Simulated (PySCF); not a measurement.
SbF5, SMILES [F][Sb]([F])([F])([F])[F].

Geometry: B3LYP-D3(BJ)/def2-SVP. The isomer is the one that the SMILES or the coordinates give; other isomers of the formula were not compared. The def2 effective core potentials stand for the cores of Sb; spin–orbit coupling is left out.

Two levels are set side by side: PBE/def2-TZVP (PySCF) and ωB97X/def2-TZVP (PySCF). Same geometry, gas phase. Differences are taken from unrounded values.

```tsv
quantity	PBE
orbital gap (eV)	4.61
highest occupied level (eV)	-10.20
lowest empty level (eV)	-5.59
mean polarisability (bohr³)	37.4
```

These are the PBE values. What does ωB97X give? (An estimate is asked for; the answer gives what the named calculation found.)


```json
[
 {"quantity": "orbital gap (eV)", "ωB97X": "12.47", "PBE minus ωB97X": "-7.86"},
 {"quantity": "highest occupied level (eV)", "ωB97X": "-14.96", "PBE minus ωB97X": "4.76"},
 {"quantity": "lowest empty level (eV)", "ωB97X": "-2.49", "PBE minus ωB97X": "-3.10"},
 {"quantity": "mean polarisability (bohr³)", "ωB97X": "34.7", "PBE minus ωB97X": "2.7"}
]
```

Without exact exchange PBE keeps part of each electron's self-repulsion, which lifts occupied levels and narrows the gap. Loosely held outer electrons make PBE densities more polarisable. Differences between two approximate levels are no errors against the true value.

Rough cost on one machine, each run with all the roots and properties that it gave: ωB97X against PBE within a factor of 2.
